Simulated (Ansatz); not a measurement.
Job for Ansatz (a quantum-chemistry and plane-wave program): R-CCSD(T)/cc-pVDZ on C4H4 (SMILES C=C1C=C1).

Ansatz 0.2 input:
```yaml
crystal:
  periodic: [false, false, false]
  atoms:
    - {symbol: C, position_ang: [1.45984856, 0.02669984, 0.18195336]}
    - {symbol: C, position_ang: [0.14473678, 0.00264407, 0.01805662]}
    - {symbol: C, position_ang: [-1.14948788, 0.62378327, -0.01554461]}
    - {symbol: C, position_ang: [-1.09493686, -0.66483230, -0.26415201]}
    - {symbol: H, position_ang: [2.04970980, -0.87277901, 0.07477701]}
    - {symbol: H, position_ang: [1.97260114, 0.94635029, 0.42652050]}
    - {symbol: H, position_ang: [-1.75634735, 1.50723581, 0.08596589]}
    - {symbol: H, position_ang: [-1.62612419, -1.56910197, -0.50747677]}
basis:
  gaussian:
    orbitals: cc-pVDZ
magnetization: {spin_polarized: false}
correlation: {method: ccsd_t, electrons: outside_noble_gas}
scf: {lower_state_search: off}
```

Program output:

```
WARN ansatz: RAYON_NUM_THREADS=4 ignored (pool sized by the plan → 4); use --threads N
Functional definition: HF
these checks for a lower state are left out or cut short: stability, starts, cluster_reference, orbital_swaps, neighbouring_geometries, increment
integrals: 0.05 GiB planned
700 factors; integrals over basis functions are off by at most 1.0e-3 eV
mean field: 0.13 GiB planned
mean field evaluation 1: about -4179.6648 eV, gradient 2.7e1 eV
mean field evaluation 2: about -4179.6676 eV, gradient 2.7e1 eV
mean field evaluation 4: about -4181.9052 eV, gradient 3.1e0 eV
mean field evaluation 8: about -4181.9398 eV, gradient 2.2e-4 eV
mean field -4181.93975088 eV, -153.6834512244 hartree, gradient 2.5e-6 eV, S^2 0.000000; 0 other end points of the search recorded, 0 dependent functions left out
4 core orbitals not correlated
reference -4181.93975088 eV, -153.6834512244 hartree; 10, 10 occupied and 62, 62 virtual orbitals, 700 factors
second order -13.93357352 eV of doubles, -0.00000000 eV of singles
coupled cluster: 0.21 GiB planned
cycle   1  -14.33827288 eV  change   -4.0e-1 eV  update   8.5e-2
cycle   2  -14.75423280 eV  change   -4.2e-1 eV  update   2.8e-2
cycle   3  -14.83748262 eV  change   -8.3e-2 eV  update   1.3e-2
cycle   4  -14.83709563 eV  change    3.9e-4 eV  update   4.3e-3
cycle   5  -14.83889749 eV  change   -1.8e-3 eV  update   1.5e-3
cycle   6  -14.83863981 eV  change    2.6e-4 eV  update   4.4e-4
cycle   7  -14.83850594 eV  change    1.3e-4 eV  update   1.4e-4
cycle   8  -14.83850862 eV  change   -2.7e-6 eV  update   4.4e-5
cycle   9  -14.83849951 eV  change    9.1e-6 eV  update   1.1e-5
perturbative correction -0.61019637 eV, -0.0224243028 hartree
Total energy: -4197.38844676 eV, -154.2511803264 hartree
Checks for a lower state left out: stability, starts, cluster_reference, orbital_swaps, neighbouring_geometries, increment
```

The run converged.

Cost: roughly 3 core-seconds.
